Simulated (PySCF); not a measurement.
AlH₂, SMILES [AlH2-] (connectivity only; charge and spin as stated), charge -1, multiplicity 1.

Geometry optimised at B3LYP-D3(BJ)/def2-TZVPD.

Level of theory: PBE/def2-TZVPD in PySCF.

Gas-phase values at a fixed geometry. A positive occupied level means that this level leaves the electron formally unbound; only the finite basis holds it.

```json
{
  "total_energy": "-243.45426 hartree",
  "point_group": "C2v",
  "highest_occupied_level": "1.34 eV",
  "lowest_empty_level": "2.77 eV",
  "orbital_gap": "1.42 eV",
  "dipole_moment_about_the_centre_of_nuclear_charge": "0.70 D",
  "mean_static_polarisability": "101.9 bohr³ (15.10 Å³)",
  "polarisability_principal_values": "90.2, 97.0, 118.4 bohr³"
}
```
